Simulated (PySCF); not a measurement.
# Working out the ionisation energy of Si²⁺

Si²⁺ [Ne] 3s2 (1S) → Si³⁺ [Ne] 3s1 (2S). All numbers are calculated (PySCF 2.14, no relativity, point nucleus, in aug-cc-pwCVDZ). Frozen: nothing. Energies in hartree (1 hartree = 27.21139 eV):

```tsv
part	Si²⁺ (lower)	Si³⁺ (upper)
UHF	-287.988634	-286.813342
MP2 opposite-spin	-0.129935	-0.096703
MP2 same-spin	-0.043415	-0.039637
```

What does Hartree-Fock give?

(-286.813342) − (-287.988634) = 1.175292 hartree = 31.981 eV.

What do MP2 and SCS-MP2 (6/5 opposite-spin, 1/3 same-spin) give?

The opposite-spin parts differ by 0.904 eV and the same-spin parts by 0.103 eV. MP2: 31.981 + (0.904) + (0.103) = 32.988 eV. SCS-MP2: 31.981 + 1.2 × (0.904) + (0.103)/3 = 33.100 eV.

Measured between the centres of the two terms (NIST): 33.493 eV, so MP2 (all electrons) is off by -0.505 eV.

A double-zeta basis recovers only part of the correlation energy.

What remains against the reference includes basis incompleteness and correlation beyond second order.
